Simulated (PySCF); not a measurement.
Broadened absorption spectrum of C2H6O4Si

Compound: C₂H₆O₄Si.
SMILES with atom numbers: `[CH3:1][Si:2]([OH:3])([OH:4])[O:5][CH:6]=[O:7]` (hydrogens: H8, H9, H10 on C1; H11 on O3; H12 on O4; H13 on C6)

Method: TDDFT PBE0/def2-SVPD, vertical, gas phase, core orbitals frozen in the response in PySCF 2.14.0, density-fitted response routines. Isolated species at its GFN2-xTB geometry (one conformer only). Torsions of this conformer, `[CH3:1][Si:2]([OH:3])([OH:4])[O:5][CH:6]=[O:7]`: C1–Si2–O5–C6 85°, Si2–O5–C6–O7 2°, H–O3–Si2–C1 -73°, H–O4–Si2–C1 -174°.

Computed states:

```
state  E (eV)       f
   S1    5.87  0.0009
   S2    7.52  0.0054
   S3    7.75   0.012
   S4    8.13   0.090
   S5    8.23   0.090
   S6    8.40   0.033
   S7    8.52   0.033
   S8    8.62   0.036
```

Each state is given a Gaussian of 0.5 eV full width at half maximum, with ε(max) = 2.175×10⁸ f / Δν̃ (Δν̃ the width in cm⁻¹). The width is an assumption, not a result. The curve ends short of the highest state used, and states not computed would add to its high-energy end.

**Question.** Give the broadened spectrum and its maxima.

**Answer.** 
| E (eV) | ε (L mol⁻¹ cm⁻¹) |
| --- | --- |
| 5.12 | 0 |
| 5.22 | 0 |
| 5.32 | 2 |
| 5.42 | 5 |
| 5.52 | 12 |
| 5.62 | 23 |
| 5.72 | 36 |
| 5.82 | 45 |
| 5.92 | 46 |
| 6.02 | 37 |
| 6.12 | 24 |
| 6.22 | 13 |
| 6.32 | 5 |
| 6.42 | 2 |
| 6.52 | 0 |
| 6.62 | 0 |
| 6.72 | 0 |
| 6.82 | 1 |
| 6.92 | 5 |
| 7.02 | 19 |
| 7.12 | 55 |
| 7.22 | 131 |
| 7.32 | 264 |
| 7.42 | 459 |
| 7.52 | 724 |
| 7.62 | 1119 |
| 7.72 | 1830 |
| 7.82 | 3163 |
| 7.92 | 5317 |
| 8.02 | 8020 |

Maxima: 211 nm (5.88 eV), ε about 47, made up of S1 (100%) (ε in L mol⁻¹ cm⁻¹; maxima over ε = 5, shares over 10%). At its high-energy end, 8.02 eV, the curve is still rising (ε about 8000, from S4 and S5).

**Question.** On this curve, what absorbance would a 10⁻³ mol/L sample give at 222 nm over a 1 cm path?

**Answer.** 222 nm is 5.585 eV, where ε is about 18 L mol⁻¹ cm⁻¹, so A = ε c l ≈ 0.018 (Beer–Lambert, with the gas-phase spectrum and the assumed width).

**Question.** What would ε be at 5.88 eV, the highest of these maxima, with half the width (0.25 eV)?

**Answer.** About 93.7 L mol⁻¹ cm⁻¹ against 46.9, a factor of about 2.00; a lone state at its own centre would give exactly 2.

**Question.** Coming from long wavelengths, where does ε first pass 100 L mol⁻¹ cm⁻¹?

**Answer.** At about 173 nm (7.19 eV), 1.31 eV above S1.
